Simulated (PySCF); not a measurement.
C4H6OS. Atoms are numbered in the order given.

```xyz
12

C      2.2808    -0.5804     0.4976
C      1.0503    -0.2275     0.1297
O      0.1921    -0.9100    -0.6925
C     -0.9014     0.0172    -0.6858
C     -2.1803    -0.5919    -0.1755
S     -0.0043     1.1750     0.4686
H      2.8618     0.0578     1.1623
H      2.7095    -1.5147     0.1317
H     -1.0222     0.4712    -1.6831
H     -2.0337    -1.0138     0.8289
H     -2.5034    -1.3941    -0.8592
H     -2.9756     0.1684    -0.1337
```
Charge 0, spin multiplicity 1.

The structure is a stationary point at B3LYP-D3(BJ)/def2-SVP. The structure was generated by enumeration; whether it is a known compound was not checked.

Method: B3LYP-D3(BJ)/def2-SVP run with PySCF.

Frequencies are harmonic and unscaled.

Computed normal modes with their intensities:
| mode | ν (cm⁻¹) | IR (km/mol) | moving atoms (share of kinetic energy) |
|---|---|---|---|
| 1 | 106 | 1.5 | C 46 %, O 28 %, H 21 % |
| 2 | 239 | 0.5 | H 79 %, C 13 % |
| 3 | 284 | 0.4 | H 48 %, C 27 %, S 15 %, O 10 % |
| 4 | 353 | 0.8 | C 35 %, S 29 %, H 29 % |
| 5 | 433 | 5.6 | C 60 %, H 25 %, O 14 % |
| 6 | 533 | 0.5 | C 59 %, H 27 %, O 9 % |
| 7 | 587 | 4.2 | C 40 %, S 36 %, O 14 %, H 10 % |
| 8 | 660 | 9.3 | C 36 %, H 31 %, S 24 %, O 8 % |
| 9 | 669 | 2.1 | H 69 %, C 17 % |
| 10 | 708 | 6.3 | C 63 %, H 27 % |
| 11 | 770 | 62.6 | H 69 %, C 30 % |
| 12 | 886 | 13.5 | H 40 %, O 37 %, C 22 % |
| 13 | 960 | 27.0 | H 39 %, C 31 %, O 30 % |
| 14 | 1010 | 11.0 | H 77 %, C 22 % |
| 15 | 1097 | 37.1 | C 52 %, H 33 %, O 15 % |
| 16 | 1135 | 56.5 | C 64 %, H 28 %, O 8 % |
| 17 | 1155 | 17.7 | H 51 %, C 41 %, O 8 % |
| 18 | 1272 | 97.6 | H 45 %, C 42 %, O 13 % |
| 19 | 1352 | 33.5 | H 81 %, C 18 % |
| 20 | 1385 | 4.3 | H 83 %, C 15 % |
| 21 | 1400 | 20.5 | H 72 %, C 28 % |
| 22 | 1451 | 5.6 | H 95 % |
| 23 | 1458 | 2.9 | H 96 % |
| 24 | 1735 | 286.6 | C 93 % |
| 25 | 3035 | 8.5 | H 97 % |
| 26 | 3069 | 30.5 | H 92 %, C 8 % |
| 27 | 3120 | 7.3 | H 91 %, C 9 % |
| 28 | 3145 | 9.9 | H 90 %, C 10 % |
| 29 | 3170 | 3.8 | H 95 % |
| 30 | 3277 | 0.0 | H 89 %, C 11 % |
